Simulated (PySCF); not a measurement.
The group X on BH2-X is varied. Isolated molecules, 0 K electronic values unless said otherwise. One relaxed conformer stands for each flexible species; it need not be the lowest. Strings in code marks are SMILES.

Level of theory: PySCF with B3LYP-D3(BJ)/def2-TZVP // M06-2X/def2-TZVP. All candidates: neutral, multiplicity 1. B3LYP has the VWN-RPA correlation part, as in Gaussian. Delta-SCF ions had no search for a lower state. 

- LUMO = -2.58 eV
- vertical ionisation energy (Delta-SCF) = 10.53 eV
- HOMO = -7.88 eV

### Question
Identify which member has these values.
A. `BC#C`
B. `BCF`
C. `BCC`
D. `B`

### Answer
A, `BC#C`. The others give `B`: -2.22 eV, 13.18 eV, -9.75 eV; `BCC`: -1.52 eV, 11.14 eV, -8.60 eV; `BCF`: -1.95 eV, 11.71 eV, -8.82 eV
